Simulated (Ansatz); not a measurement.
# Ligand exchange: CH2BrI + BH2(CH3) → C2H5I + BH2Br

Gas-phase species: CH2BrI (bromoiodomethane) `BrCI`, singlet; BH2(CH3), singlet; C2H5I `CCI`, singlet; BH2Br `BBr`, singlet. The partners trade Br for CH3: C–Br and B–CH3 bonds give way to C–CH3 and B–Br.

Shapes, held fixed at every level: PBE0-D4/def2-TZVP. Programs: Ansatz 0.2.0. The zero-point and thermal change to 298 K, harmonic and unscaled (PBE0-D4/def2-TZVP), is +6.1 kJ/mol.

```json
{"level": "PBE-D4/def2-TZVPP", "kind": "GGA", "ΔH(298 K) (kJ/mol)": "-105.1", "less CCSD(T)/def2-TZVPP": "+8.9"}
{"level": "BHLYP-D4/def2-TZVPP", "kind": "global hybrid", "ΔH(298 K) (kJ/mol)": "-110.0", "less CCSD(T)/def2-TZVPP": "+4.0"}
{"level": "PBE0-D4/def2-TZVPP", "kind": "global hybrid", "ΔH(298 K) (kJ/mol)": "-109.5", "less CCSD(T)/def2-TZVPP": "+4.5"}
{"level": "MP2/def2-SVP", "kind": "perturbation theory", "ΔH(298 K) (kJ/mol)": "-130.6", "less CCSD(T)/def2-TZVPP": "-16.6"}
{"level": "MP2/def2-TZVPP", "kind": "perturbation theory", "ΔH(298 K) (kJ/mol)": "-114.4", "less CCSD(T)/def2-TZVPP": "-0.4"}
{"level": "CCSD/def2-TZVPP", "kind": "coupled cluster or CI", "ΔH(298 K) (kJ/mol)": "-114.1", "less CCSD(T)/def2-TZVPP": "-0.1"}
{"level": "CCSD(T)/def2-TZVPP", "kind": "coupled cluster or CI", "ΔH(298 K) (kJ/mol)": "-114.0", "less CCSD(T)/def2-TZVPP": "0.0"}
```

The highest level, CCSD(T)/def2-TZVPP, gives ΔH(298 K) = -114.0 kJ/mol; the levels span -130.6 to -105.1. The column of differences is taken from that level and isn't an error. No measured value is set beside it here. For atoms past krypton def2 sets carry core potentials with scalar relativity. Relativity is left out for Br. Outer-core shells of Br, I are correlated, in sets that cover them unevenly.
